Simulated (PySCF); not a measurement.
**The third ionisation energy along the alkaline earths**

All values are computed (PySCF 2.14, energy differences of UHF-based or UKS calculations, no spin-orbit coupling). Values in eV. The last column holds reference values (NIST; (s) semi-empirical, (t) theoretical, else measured). Unmarked ones compare directly (S terms, centres of terms, or small fine structure); those marked * lie between the lowest fine-structure levels and include a spin-orbit shift.

```json
{"element": "Mg (cc-pVDZ-DK, spin-free X2C)", "configurations": "[Ne] → [He] 2s2 2p5", "UHF": "81.039", "MP2 (valence)": "81.075", "SCS-MP2 (valence)": "81.073", "CCSD (valence)": "81.073", "CCSD(T) (valence)": "81.074", "reference": "80.144 *"}
{"element": "Ca (cc-pVDZ-X2C, spin-free X2C)", "configurations": "[Ar] → [Ne] 3s2 3p5", "UHF": "50.605", "MP2 (valence)": "51.277", "SCS-MP2 (valence)": "51.225", "CCSD (valence)": "51.326", "CCSD(T) (valence)": "51.328", "reference": "50.913 *"}
{"element": "Ba (cc-pVDZ-X2C, spin-free X2C)", "configurations": "[Xe] → [Kr] 4d10 5s2 5p5", "UHF": "35.826", "MP2 (valence)": "36.212", "SCS-MP2 (valence)": "36.186", "CCSD (valence)": "36.247", "CCSD(T) (valence)": "36.249", "reference": "35.844 *"}
```

"Valence" correlates the outer s and p shells and, in groups 3 to 12 and the f block, the outer d or f shell, open or full, or the next shell where the ion has no valence electron left; the wider scheme adds the next inner shell.
